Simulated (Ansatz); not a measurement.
Input for Ansatz (an electronic-structure program): U-B97M-V/def2-TZVPP on SO-, 2S+1 = 2, a spin state set in the input, which need not be the lowest, a point of a bond scan (R = 1.582 Å). Charge -1.

Ansatz 0.2 input:
```yaml
crystal:
  periodic: [false, false, false]
  atoms:
    - {symbol: O, position_ang: [0.00000000, 0.00000000, 0.00000000]}
    - {symbol: S, position_ang: [0.00000000, 0.00000000, 1.58208800]}
basis:
  gaussian:
    orbitals: def2-TZVPP
    pivot_positions_ang: [[0.00000000, 0.00000000, 0.00000000], [0.00000000, 0.00000000, 1.58208800]]
hamiltonian:
  xc: {name: B97M-V}
total_charge: -1
magnetization: {spin_polarized: true, initial_magnetization: 1}
output: {forces: true, orbitals: {seedname: ./end}}
```

The head of its log:

```
WARN ansatz: RAYON_NUM_THREADS=1 ignored (pool sized by the plan → 1); use --threads N
Functional definition: B97M-V
integrals: 0.02 GiB planned
435 factors; their error is unknown
mean field: 0.22 GiB planned
mean field evaluation 1: about -12878.3395 eV, gradient 1.6e1 eV
mean field evaluation 2: about -12875.6265 eV, gradient 3.1e1 eV
```

### Question
Predict the final total energy.

### Answer
-473.3069 hartree.
